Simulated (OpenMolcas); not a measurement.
Tc4+ among 6 point charges of -1 e arranged as an octahedron (Oh), 1.62 Å from the ion.

```yaml
Program: OpenMolcas 26.06
Method: CASSCF
Basis: ANO-RCC-VTZP [7s6p4d2f1g]
Scalar_Hamiltonian: DKH2, point nucleus
Active_space: 3 electrons in 5 orbitals (4d)
State_averaging: 2S+1 = 4 even, 10 roots; 2S+1 = 2 even, 40 roots
Spin-orbit_coupling: RASSI with atomic mean-field integrals over the reference wave functions
```

Q: What is the spin-free ground state (labels of O, the rotations of Oh)?

A: 4A2, 1-fold in its orbital part, 100 % from free-ion F terms; it has the highest spin that d3 allows.

Q: Where is the first state of the same spin?

A: 4T2 at 12400 cm-1 above the ground state.

Q: What are the lowest two levels with spin-orbit coupling?

A: A 4-fold level Γ8, then a 2-fold level Γ7 12076 cm-1 above it. Their leading multiplicities are 4 (100 %) and 4 (100 %).

Q: What is χT at 300 K, and how does it compare with the textbook value?

A: The lowest level has 2S+1 = 4, for which the spin-only value is χT = S(S+1) / 2 = 1.875 cm3 K/mol (g = 2). The computed 1.497 at 300 K differs by -0.378, through orbital momentum, spin-orbit coupling and any other state in reach.

Q: Which ligand-field parameters describe the states?

A: A least-squares ligand-field fit to the states below 45000 cm-1, each weighted by its degeneracy and with a free common offset, gives 10Dq = 12744 cm-1, B = 884 cm-1 and C = 3629 cm-1 (C/B = 4.11), with an rms deviation of 164 cm-1. 

Without dynamic correlation the repulsion within the d shell is too large (B by tens of per cent), so at a given field states of lower spin stand too high. This field is weak: 10Dq is about 12744 cm-1, while octahedral complexes of 4d ions of charge 3 and more, computed by the same method with explicit ligands, had a median near 25000 cm-1. Ground spin and moment need not be those of a real site. Point charges carry no covalency, so the field is a model and not that of real ligands. No measured value stands beside these numbers.
